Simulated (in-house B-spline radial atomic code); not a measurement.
Multiplet parameters of the 5p3 shell in Te+ ([Kr] 4d10 5s2 5p3). Level of theory: non-relativistic Hartree-Fock, average of configuration, point nucleus; calculated with an all-electron radial atomic-structure program (B-spline basis).

Slater integrals: F^2 = 42330 cm⁻¹. Central-field spin-orbit parameter ζ(5p) = 4010 cm⁻¹ (bare central field on non-relativistic orbitals, without two-electron terms: too large for light atoms, too small for heavy ones).

With F₂ = F^2/25 = 1693 cm⁻¹:

**Question.** Where do the terms lie in LS coupling, without spin-orbit interaction?

**Answer.** In cm⁻¹ above the Hund's-rule term:
| term | expression | energy |
| --- | --- | --- |
| 4S | 0 F₂ | 0 |
| 2D | 9 F₂ | 15239 |
| 2P | 15 F₂ | 25398 |

**Question.** Is LS coupling a fair picture here?

**Answer.** Unscaled Hartree-Fock integrals overestimate measured term splittings, because correlation screens the repulsion; fits to spectra scale them down, most for low charges. Here ζ is 2.37 times F₂, so the coupling is intermediate: spin-orbit interaction mixes the terms, and LS labels name only the largest part.
